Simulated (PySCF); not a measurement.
Which level of theory gave which numbers?

Species: C₃H₂F₄Si.
Numbering: `[CH:1]#[C:2][Si@@H:3]([F:4])[C:5]([F:6])([F:7])[F:8]` (hydrogens: H9 on C1; H10 on Si3)

The closed-shell ground state was solved 4 times with PySCF (density fitting, gas phase), always in the pcSseg-1 basis (153 functions), with these functionals: B97-2, BHandHLYP, CAM-B3LYP and KT3. Geometry: PBE0-D3(BJ)/def2-SVP; no solvent, vibrations or thermal averaging.

```json
{"row": "P", "total energy (Eh)": "-813.1851", "HOMO (eV)": "-7.65", "LUMO (eV)": "-2.13", "dipole (D)": "2.56"}
{"row": "Q", "total energy (Eh)": "-804.1856", "HOMO (eV)": "-8.72", "LUMO (eV)": "-1.29", "dipole (D)": "2.79"}
{"row": "R", "total energy (Eh)": "-804.1192", "HOMO (eV)": "-10.13", "LUMO (eV)": "-0.25", "dipole (D)": "3.03"}
{"row": "S", "total energy (Eh)": "-804.2062", "HOMO (eV)": "-10.35", "LUMO (eV)": "-0.13", "dipole (D)": "2.84"}
```

Task: Which functional belongs to which row?

Result: P = KT3, Q = B97-2, R = BHandHLYP, S = CAM-B3LYP. By rising HOMO–LUMO gap: KT3 (GGA) 5.52 eV; B97-2 (global hybrid, 21 % exact exchange) 7.43 eV; BHandHLYP (global hybrid, 50 % exact exchange) 9.88 eV; CAM-B3LYP (range-separated hybrid) 10.22 eV. Total energies of different functionals aren't bounds to one another; each is stationary for its own functional.

The values belong to the conformer `[CH:1]#[C:2][Si@@H:3]([F:4])[C:5]([F:6])([F:7])[F:8]`: C2–Si3–C5–F6 -178°.
